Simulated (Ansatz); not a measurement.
One change: `FC[Si]1(F)CC1` becomes `F[SiH]1CC1`.

Ansatz, PBE0-D4/def2-TZVP geometries, multiplicity 1. Each molecule was computed in one conformer, which needn't be the lowest.

```json
{"property": "LUMO energy (ωB97M-V/def2-TZVPP) / eV", "`FC[Si]1(F)CC1`": "2.14"}
{"property": "HOMO–LUMO gap (ωB97M-V/def2-TZVPP) / eV", "`FC[Si]1(F)CC1`": "11.53"}
{"property": "size of the dipole moment (ωB97M-V/def2-TZVPP) / D", "`FC[Si]1(F)CC1`": "0.43"}
{"property": "HOMO–LUMO gap (PBE/def2-TZVPP) / eV", "`FC[Si]1(F)CC1`": "5.28"}
{"property": "LUMO energy (PBE0/def2-TZVPP) / eV", "`FC[Si]1(F)CC1`": "0.34"}
{"property": "zero-point energy (PBE0-D4/def2-TZVP) / kJ/mol", "`FC[Si]1(F)CC1`": "227.3"}
```

(1) Give the same properties after the change, and the shifts. (Best estimate.)

## Answers

(1) Computed: 
| property | `F[SiH]1CC1` | shift |
| --- | --- | --- |
| LUMO energy (ωB97M-V/def2-TZVPP) / eV | 2.27 | 0.13 |
| HOMO–LUMO gap (ωB97M-V/def2-TZVPP) / eV | 11.67 | 0.14 |
| size of the dipole moment (ωB97M-V/def2-TZVPP) / D | 1.19 | 0.76 |
| HOMO–LUMO gap (PBE/def2-TZVPP) / eV | 5.58 | 0.30 |
| LUMO energy (PBE0/def2-TZVPP) / eV | 0.55 | 0.21 |
| zero-point energy (PBE0-D4/def2-TZVP) / kJ/mol | 169.3 | -58.0 |

The zero-point energy changes by -58.0 kJ/mol with -9 modes. Dipoles are sizes alone; their direction can turn.

Positive LUMOs are unbound, so they and the gaps depend on the basis.
